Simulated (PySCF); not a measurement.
Cartesian coordinates (Å):
```xyz
6

Hf     0.0001     0.0465     0.0422
Cl    -0.2593    -2.2747    -0.2635
Cl     0.9887     0.4712     2.1370
Cl    -2.1002     1.1067    -0.0716
O      1.1255     0.7345    -1.3247
H      1.6991     1.0851    -2.0204
```
Charge 0, spin multiplicity 1.

Task: Predict the charge on the central atom (Mulliken), total energy, LUMO, dipole moment, HOMO and HOMO–LUMO gap from TPSSh-D3(BJ)/def2-TZVP // BP86-D3(BJ)/def2-SVP in PySCF.

Result: 
* **charge on the central atom (Mulliken)**: 1.38 e
* **total energy**: -1504.8912 Ha
* **LUMO**: -1.95 eV
* **dipole moment**: 2.93 D
* **HOMO**: -8.58 eV
* **HOMO–LUMO gap**: 6.62 eV
